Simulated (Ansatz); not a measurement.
Breaking the Sn1–H2 bond in CH4OSn (SMILES C[O][SnH]) (multiplicity 1 held, fragments rigid). Energies count from the point at 1.803 Å.
Geometry at that point (charge 0, multiplicity 1):
```tsv
atom	x (Å)	y (Å)	z (Å)
Sn	-0.2559	-0.3540	0.4797
H	-1.2954	-0.7768	-0.9320
O	0.8827	0.8922	-0.5659
C	0.7858	1.2266	-1.9346
H	0.6295	2.3050	-2.0404
H	1.7204	0.9698	-2.4438
H	-0.0383	0.7038	-2.4332
```

U- levels take the lowest unrestricted solution at each point, which mixes spins at long bonds. Active spaces are followed from a long bond inwards. Levels need not reach the same state.

Correlated levels freeze the cores. Filled d and f shells under p-block atoms count as core.

Codes used: Ansatz (Gaussian basis) for Hartree–Fock, density functionals and correlated methods.  In def2 rows elements past Kr take small-core potentials, without spin–orbit coupling.

Question: Estimate the energy at R = 5.771 Å that U-r2SCAN/def2-TZVPP returns for this input.

Answer: 2.83 eV

Question: Estimate the energy at R = 5.771 Å that SC-NEVPT2 on CASSCF(2,2)/def2-TZVPP returns for this input.

Answer: 2.69 eV

Question: What is the computed energy at R = 5.771 Å (FIC-MRCISD+Q on CASSCF(2,2)/def2-TZVPP)?

Answer: 2.87 eV

Doubts at one or more of the structures used: a spin-contaminated determinant (U-r2SCAN/def2-TZVPP).

Ansatz is a first-principles code.
